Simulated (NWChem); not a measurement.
Molecule: CAgClO; SMILES [O+]#[C-]->[Ag][Cl]

Computed with NWChem. Structure relaxed at the PBE-D3(BJ)/def2-SVP level. def2 effective core potentials on Ag; no spin-orbit coupling. Vertical excitations in the gas phase.

**Question.** Predict the results for BHandHLYP/def2-SVP, TDA. Quantities: lowest excitation, singlet (eV); orbital gap (eV).

**Answer.** 
```yaml
lowest excitation, singlet (eV): 4.73
orbital gap (eV): 6.83
```
